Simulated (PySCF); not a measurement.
Species: C4H11FSi2.
Structure used (GFN2-xTB), in Å, numbered top down from 1:
```xyz
18
C4H11FSi2 angstrom
C      2.0795    0.0601   -0.9653
C      1.6934    0.4394    0.4607
Si    -0.1703    0.2620    0.8047
C     -0.9374   -1.3936    0.1929
Si    -1.9538   -0.5459   -1.1975
C     -1.2789    1.1414   -0.5249
F     -2.2754    1.9455    0.0373
H      1.8378   -0.9806   -1.1673
H      3.1478    0.1977   -1.1256
H      1.5449    0.6756   -1.6850
H      2.2522   -0.1823    1.1609
H      2.0010    1.4685    0.6508
H     -0.5041    0.6533    2.1765
H     -1.5593   -1.8779    0.9413
H     -0.2278   -2.1450   -0.1434
H     -3.4044   -0.6665   -1.0951
H     -1.4790   -0.8361   -2.5524
H     -0.7752    1.7908   -1.2449
```

Method: B3LYP/def2-SVPD in PySCF (dipole) on a GFN2-xTB geometry, gas phase.

Take the most abundant isotopes and a rigid rotor. The values belong to one conformer with, in the numbering `[CH3:1][CH2:2][Si@@H:3]1[CH2:4][SiH2:5][C@H:6]1[F:7]`, C1–C2–Si3–C4 47°.

Q: Give the principal moments of inertia and the rotational constants in MHz.

A: Ia = 219.17, Ib = 398.31, Ic = 467.64 u·Å²; 505379 MHz·u·Å²/I gives A = 2306, B = 1269, C = 1081 MHz.

Q: Classify the top.

A: An asymmetric top; Ray's κ = -0.693.

Q: What does the inertial defect say?

A: Not planar: Δ = Ic − Ia − Ib = -149.84 u·Å². For a rigid frame Δ = −2 Σ m c², so Σ m c² = 74.92 u·Å² lies off the ab plane: 20.99 from hydrogen and 53.93 from heavier atoms. The atom farthest from that plane is 2.05 Å away.

Q: Predict some low-J microwave lines.

A: The dipole components are |μa| = 2.01 D, |μb| = 1.41 D, |μc| = 0.08 D. The squared components, which scale the intensities, stand as 1.00 : 0.49 : 0.00 (a : b : c). Some lines, for components of 0.1 D or more:

```tsv
type	branch	J(Ka,Kc)	MHz	lower level (cm⁻¹)
a	R	1(0,1) ← 0(0,0)	2350	0.000
b	Q	2(2,1) ← 2(1,2)	3675	0.263
b	Q	5(3,2) ← 5(2,3)	5179	1.348
b	R	2(1,2) ← 1(0,1)	5548	0.078
b	R	4(1,3) ← 3(2,2)	6877	0.621
a	R	3(0,3) ← 2(0,2)	6958	0.234
a	R	3(2,1) ← 2(2,0)	7140	0.387
b	R	3(1,3) ← 2(0,2)	7625	0.234
b	R	2(2,0) ← 1(1,1)	8210	0.113
b	R	5(1,4) ← 4(2,3)	9593	0.934
a	R	4(1,3) ← 3(1,2)	9722	0.526
b	Q	5(5,0) ← 5(4,1)	10131	1.782
a	R	5(0,5) ← 4(0,4)	11361	0.773
a	R	5(3,2) ← 4(3,1)	11848	1.126
a	R	5(1,4) ← 4(1,3)	12096	0.851
b	R	4(2,2) ← 3(1,3)	13680	0.489
b	R	5(2,3) ← 4(1,4)	16782	0.788
```

Q: Estimate the classical rotational partition function at 10 K, 25 K and 50 K.

A: Point group C1, symmetry number σ = 1; q = (√π/σ)·√((kT/h)³/(ABC)), k/h = 20836.6 MHz/K: 3000 at 10 K, 11900 at 25 K, 33500 at 50 K.

No frequency check. Zero-point vibration and centrifugal distortion are left out. A rigid rotor knows nothing of internal rotation, which can split or shift real lines.

Hardware: an Arm Neoverse N1 with one thread, no GPU (shared host). Cost: 86 s of wall time, 0.94 GiB resident at most. This is the B3LYP/def2-SVPD job that gave the dipole, with the excitations it also computed.
